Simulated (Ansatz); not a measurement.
System: BaF2, net charge -1, doublet state. SMILES of the parent species: [F][Ba][F]
Geometry from a B3LYP-D3(BJ)/def2-TZVP (Ansatz, an electronic-structure program) optimisation:
```
Ba
F 1 2.2890
F 1 2.2890 2 113.53
```
Charge -1, spin multiplicity 2.

Parts of the frozen-core correlation energy in def2-TZVPP (Ansatz, hartree). Frozen orbitals: 6; correlated occupied orbitals by spin: 9 and 8; virtual: 87 and 88. UHF or UKS for open shells. Spin-orbit coupling is left out. In def2 rows, elements after Kr have scalar-relativistic effective core potentials.

```
term                            value
-------------------------  ----------
reference (HF)             -224.24027
MP2 opposite-spin            -0.40609
MP2 same-spin                -0.14757
CCSD correlation             -0.54669
(T)                          -0.01472
T1 diagnostic                   0.015
largest doubles amplitude       0.019
<S^2> of the reference          0.750
```
